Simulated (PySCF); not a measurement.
Trend along group 13: MCl molecules

PBE0 with double-zeta basis sets in PySCF, for the lowest determinant that a PBE0 search found; no spin–orbit coupling. De refers to high-spin ground-configuration atoms. A positive dipole means M(−)Cl(+).

```json
{"M": "B", "basis": "def2-SVP", "state (unpaired electrons)": "singlet (closed shell)", "Re (Å)": "1.719", "ωe (cm⁻¹)": "860", "De (eV)": "5.38", "μ (D)": "1.77"}
{"M": "Al", "basis": "x2c-SVPall", "state (unpaired electrons)": "singlet (closed shell)", "Re (Å)": "2.147", "ωe (cm⁻¹)": "492", "De (eV)": "5.13", "μ (D)": "-1.27"}
{"M": "Ga", "basis": "cc-pVDZ-PP/cc-pV(D+d)Z", "state (unpaired electrons)": "singlet (closed shell)", "Re (Å)": "2.246", "ωe (cm⁻¹)": "356", "De (eV)": "4.73", "μ (D)": "-2.68"}
{"M": "In", "basis": "def2-SVP", "state (unpaired electrons)": "singlet (closed shell)", "Re (Å)": "2.430", "ωe (cm⁻¹)": "328", "De (eV)": "4.51", "μ (D)": "-3.19"}
{"M": "Tl", "basis": "def2-SVP", "state (unpaired electrons)": "singlet (closed shell)", "Re (Å)": "2.519", "ωe (cm⁻¹)": "298", "De (eV)": "4.33", "μ (D)": "-4.16"}
```

The shortest bond is that of BCl (1.719 Å), the longest that of TlCl (2.519 Å).

The rows differ in basis set, which adds steps of its own.

Relativity is treated differently too: B no relativity; Al spin-free X2C; Ga scalar-relativistic core potentials; In scalar-relativistic core potentials; Tl scalar-relativistic core potentials.

Down a group bonds as a rule get longer and wavenumbers fall, partly through the reduced mass; this series shows no clear exception.

These are scalar-relativistic numbers at best; spin–orbit coupling would shift them, the dissociation energy most.
